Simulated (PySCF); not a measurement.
C4H15GeNSi, SMILES CN(C)[Si](C)(C)[GeH3] at its GFN2-xTB optimised geometry (Å):

```
22

C     -0.0042    -1.1235     2.6597
N     -0.5654    -1.3141     1.3452
C     -1.8995    -1.8552     1.3985
Si    -0.0362    -0.3665     0.0000
C     -0.6358     1.4547     0.0000
C      1.8671    -0.3665     0.0000
Ge    -0.8556    -1.3951    -1.9465
H      1.0154    -0.7617     2.5741
H     -0.5839    -0.4028     3.2496
H      0.0048    -2.0745     3.1996
H     -2.5883    -1.1911     1.9357
H     -2.2784    -2.0037     0.3879
H     -1.8893    -2.8208     1.9121
H     -0.2726     2.0037     0.8652
H     -0.2940     1.9780    -0.8892
H     -1.7222     1.5053     0.0098
H      2.2636    -1.3553     0.2080
H      2.2784     0.3215     0.7316
H      2.2347    -0.0615    -0.9751
H     -0.0465    -1.1079    -3.1792
H     -2.2327    -0.9586    -2.3692
H     -0.9745    -2.8921    -1.9800
```

Calculation: B3LYP/def2-SVP in PySCF 2.14.0. Cells within 0.4 Å of a nucleus heavier than hydrogen are left out (blank, or x).

Map of the Laplacian of the electron density (e/bohr⁵) on the plane z = 1.5 Å:

```
|6666666666666666666666666666666|
|6666666666666666666666666666666|
|6666666666666666666666666666666|
|6666666666666666666666666666666|
|6666666666666777666666666666666|
|6666666666677777776666666666666|
|6666666666777777777666666666666|
|6666666667777777777666666666666|
|6666666677777777777666666666666|
|6666666677777777777766666666666|
|6666666677777777777777777666666|
|6666666677777777777777777766666|
|6666666677777777777777777776666|
|6666666677777777777777777776666|
|6666667777777777777777777777666|
|6666777777777777777777777777666|
|6667777777777777777777777776666|
|6677777777787788777777777776666|
|6677777777886068877777777776666|
|667777656776xxx8877777777766666|
|667777646x441xx7877777777766666|
|66777775xx956567777777777766666|
|66777788xx688877777777777666666|
|6667777742678777777766666666666|
|6667777765777777777666666666666|
|6666777777777777776666666666666|
|6666777777777777666666666666666|
|6666677777777766666666666666666|
|6666667777777666666666666666666|
|6666666777766666666666666666666|
|6666666666666666666666666666666|
```
Scale: ten equal steps from -1.21 (start of '0') to 0.523 (end of '9'), in the order '0123456789'; x runs from -4.50 to 4.50, y from -4.50 (bottom) to 4.50 (top).
